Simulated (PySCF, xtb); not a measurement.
BFH, SMILES [BH]F, multiplicity 2.

Harmonic wavenumbers (cm⁻¹) from GFN2-xTB (xtb) at its own minimum, in rising order: 927, 1317, 2566.

**Question.** What does PBE0-D3(BJ)/def2-TZVPD in PySCF give at its own minimum? (The exact figures need the calculation; the answer reports its results.)

**Answer.** 995, 1345, 2534. Paired by order, the mean absolute difference is 43 cm⁻¹ and the zero-point energies are 6.9 and 7.0 kcal/mol.
